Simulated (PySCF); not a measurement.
A small calculation by hand: chemical shift, span and skew from a shielding tensor

SiH2ClBr, SMILES Cl[SiH2]Br. Atoms are numbered in the order given.

```xyz
5

Si     0.8518     0.6226     0.0000
Cl    -0.5082     2.1655     0.0000
Br    -0.1893    -1.3418     0.0000
H      1.6693     0.7168    -1.2371
H      1.6693     0.7168     1.2371
```

Geometry: PBE-D3(BJ)/def2-TZVP.

GIAO shieldings from KT2/pcSseg-2 (PySCF), non-relativistic, no solvent. The symmetric part of the tensor of Si1 has the principal values 280.0, 374.1, 382.2 ppm. The same nucleus in TMS has σ = 351.7 ppm at this level (PySCF, at its B3LYP-D3(BJ)/def2-TZVP geometry). Without spin–orbit terms, shifts of atoms bonded to Cl or Br come out too high.

Task: Work out the isotropic shielding, the ²⁹Si shift against TMS, the span and the skew.

Result: 
σ(iso) = (σ11 + σ22 + σ33)/3 = 345.4 ppm. δ = σ(ref) − σ(iso) = 351.7 − (345.4) = 6.3 ppm.
Span Ω = σ33 − σ11 = 102.2 ppm. Skew κ = 3(σ(iso) − σ22)/Ω = -0.84. Tumbling in solution averages the tensor to δ; in a static solid the shielding alone would spread this spin-1/2 line over Ω.
